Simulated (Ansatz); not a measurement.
[AlF4]- (AlF4⁻). Charge -1, multiplicity 3. Geometry r2SCAN-D4/def2-SVPD, that of the charge -1 singlet; atoms count from 1.

| atom | x (Å) | y (Å) | z (Å) |
| --- | --- | --- | --- |
| Al1 | 0.0000 | 0.0000 | 0.0000 |
| F2 | -1.7012 | -0.1832 | -0.0710 |
| F3 | 0.3832 | 1.4625 | 0.8043 |
| F4 | 0.6370 | 0.0386 | -1.5891 |
| F5 | 0.6809 | -1.3178 | 0.8558 |

The highest occupied level of the charge -1 triplet lies above zero (up to 1.68 eV). By energy differences it is unbound by 0.52 eV (vertical, against the charge 0 doublet, at PBE0-D4/def2-TZVPD) and held by the finite basis. At PBE0-D4/def2-TZVPD a singlet of charge -1 lies 8.31 eV below the triplet at the same geometry.

**Question.** Estimate the Mulliken populations from the PBE0/def2-TZVPD orbitals of Ansatz.

**Answer.** 
```tsv
atom	charge (e)	spin (α − β)
Al1	-0.16	0.87
F2	-0.21	0.28
F3	-0.21	0.28
F4	-0.21	0.28
F5	-0.21	0.28
```
Mulliken values depend strongly on the basis. With diffuse functions, as here, like atoms can get unlike values, and bond orders can come out too low or too high.

**Question.** Where does the spin sit?

**Answer.** Summed by element: Al 0.87, F 1.13, of 2 unpaired in all. Largest on single atoms: Al1 0.87, F2 0.28, F4 0.28.

**Question.** And the Mayer bond orders between heavy atoms (over 0.3)?

**Answer.** Al1–F2 0.91 (1.71 Å); Al1–F3 0.91 (1.71 Å); Al1–F4 0.91 (1.71 Å); Al1–F5 0.91 (1.71 Å).
